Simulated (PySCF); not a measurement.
# LiZn⁻ at RHF-MP2

Level: RHF-MP2. PySCF, no relativity, basis sets Li def2-SVPD, Zn def2-SVPD.

```json
{
 "state": "¹Σ⁺ (singlet), closed shell",
 "bond length": "3.747 Å",
 "harmonic wavenumber": "63.3 cm⁻¹",
 "force constant": "0.0149 mdyn/Å",
 "rotational constant Be": "0.1900 cm⁻¹",
 "anharmonicity ωexe": "3.22 cm⁻¹",
 "vibration–rotation constant αe": "0.0107 cm⁻¹"
}
```

Correlated steps freeze 5 core orbitals.
